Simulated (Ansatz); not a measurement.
Ansatz (an electronic-structure program) input:
A basis named .json is the Basis Set Exchange file of that set.

Ansatz 0.2 input:
```yaml
crystal:
  periodic: [false, false, false]
  atoms:
    - {symbol: C, position_ang: [1.83374137, -0.83053319, 0.19406901]}
    - {symbol: Si, position_ang: [0.13635048, -0.23992245, -0.46785465]}
    - {symbol: C, position_ang: [-0.99699907, -1.77310308, -0.27597246]}
    - {symbol: Si, position_ang: [-0.52118966, 1.81168898, 0.49332960]}
    - {symbol: H, position_ang: [1.77806046, -0.98501239, 1.27584795]}
    - {symbol: H, position_ang: [2.15831309, -1.76947906, -0.26612281]}
    - {symbol: H, position_ang: [2.60125040, -0.07435948, 0.01126411]}
    - {symbol: H, position_ang: [0.34989049, -0.15623977, -1.96247143]}
    - {symbol: H, position_ang: [-1.97712403, -1.57656171, -0.71744527]}
    - {symbol: H, position_ang: [-0.57918440, -2.67076907, -0.74704285]}
    - {symbol: H, position_ang: [-1.15473345, -1.98338928, 0.78565500]}
    - {symbol: H, position_ang: [-0.86262060, 1.12315633, 1.82725359]}
    - {symbol: H, position_ang: [-1.94655705, 1.70974081, -0.07216677]}
basis:
  gaussian:
    orbitals: aug-cc-pV_D+d_Z.json
total_charge: -1
magnetization: {spin_polarized: false}
correlation: {method: ccsd_t, electrons: outside_noble_gas}
output: {forces: true}
```

What final total energy does it print?

-659.48610 Eh (CCSD(T)/aug-cc-pV(D+d)Z). The basis has 191 functions.

It need not be the lowest isomer of its formula. Whether it binds its extra electron was not tested at this geometry.
